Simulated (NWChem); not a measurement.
# SiH$_{2}$OClF; SMILES O[Si@H](F)Cl

```xyz
6

O      1.2886     1.2527     0.2530
Si     0.0035     0.4580    -0.3725
F     -1.3738     1.0306     0.2429
Cl     0.0539    -1.5331     0.1191
H      1.4994     1.1416     1.1854
H      0.0067     0.6517    -1.8296
```
Atoms are numbered in this order, from 1.

Program: NWChem. Pople sets run with spherical d functions. All runs use the structure optimised with PBE0/def2-SVP. Vzz is the largest principal value of the second derivative of the potential at the nucleus (NWChem prints the opposite sign); η is the asymmetry. Non-relativistic.

| level | Vzz O1 (a.u.) | η O1 | Vzz Cl4 (a.u.) | η Cl4 |
|---|---|---|---|---|
| CAM-B3LYP/cc-pVTZ | [?] | 0.53 | [?] | 0.05 |
| CAM-B3LYP/6-31G* | 1.347 | 0.56 | 1.954 | 0.05 |
| Hartree-Fock/cc-pVTZ | 1.432 | 0.53 | 1.872 | 0.05 |
| Hartree-Fock/def2-TZVP | 1.441 | 0.54 | 2.029 | 0.06 |

Q: Some entries are withheld; supply them.

A: 
- CAM-B3LYP/cc-pVTZ, Vzz O1 (a.u.): 1.379
- CAM-B3LYP/cc-pVTZ, Vzz Cl4 (a.u.): 1.904
